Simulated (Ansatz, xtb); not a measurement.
# C5H12Ge: which of two isomers lies lower

Structure I: `C=C[C@@H](C)[CH2][GeH3]`, a singlet. Structure II: `C=C[C@@H]([GeH3])CC`, a singlet. Both are isolated molecules in the gas phase, relaxed with B3LYP-D3(BJ)/def2-SVP; each stands in its lowest conformer found.

Question: Estimate E(II) − E(I) at the level CCSD(T)/def2-SVP + ΔMP2/def2-TZVPP.

Answer: CCSD(T)/def2-SVP + ΔMP2/def2-TZVPP gives E(II) − E(I) = +0.65 kcal/mol, slightly favouring structure I, which is too small a margin to settle the true order.

How the difference moves with the method:

| level | geometry | E(II) − E(I) (kcal/mol) | departure from the last row (kcal/mol) | job, with rough time for the two |
| --- | --- | --- | --- | --- |
| GFN2-xTB | GFN2-xTB | +1.03 | +0.38 | optimisation, 0.24 s |
| HF/STO-3G | GFN2-xTB | +0.99 | +0.34 | single point, 0.8 s |
| r2SCAN-D4/def2-SVP | GFN2-xTB | −0.14 | −0.79 | single point, 9 s |
| B3LYP-D3(BJ)/def2-SVP | B3LYP-D3(BJ)/def2-SVP | +0.01 | −0.64 | optimisation, 2.1 min |
| HF/def2-SVP | B3LYP-D3(BJ)/def2-SVP | +0.73 | +0.08 | part of the CCSD(T) run |
| MP2/def2-SVP | B3LYP-D3(BJ)/def2-SVP | +0.57 | −0.08 | part of the CCSD(T) run |
| CCSD(T)/def2-SVP | B3LYP-D3(BJ)/def2-SVP | +0.69 | +0.04 | single point |
| CCSD(T)/def2-SVP + ΔMP2/def2-TZVPP | B3LYP-D3(BJ)/def2-SVP | +0.65 |  | single point, 3.8 min |

As drawn, both hold the same kinds of bond in the same numbers.

The largest departure from CCSD(T)/def2-SVP + ΔMP2/def2-TZVPP is that of r2SCAN-D4/def2-SVP, 0.79 kcal/mol. The last row adds to CCSD(T) the change of the MP2 difference between the two basis sets, here −0.04 kcal/mol.

With thermal terms from frequencies at re-optimised GFN2-xTB minima (ideal gas, soft modes damped towards free rotors, one conformer each, 298.15 K, 1 atm): on the last row, ΔE + ΔZPE = +0.62, ΔH = +0.70, ΔG = +0.52 kcal/mol.

The correlated steps freeze 14 core orbitals; the filled d shell of Ge is correlated, in a basis made for valence electrons. Run with Ansatz 0.2.0, xtb 6.7.1; the last row on 2 threads of Arm Neoverse V2 on a shared host.
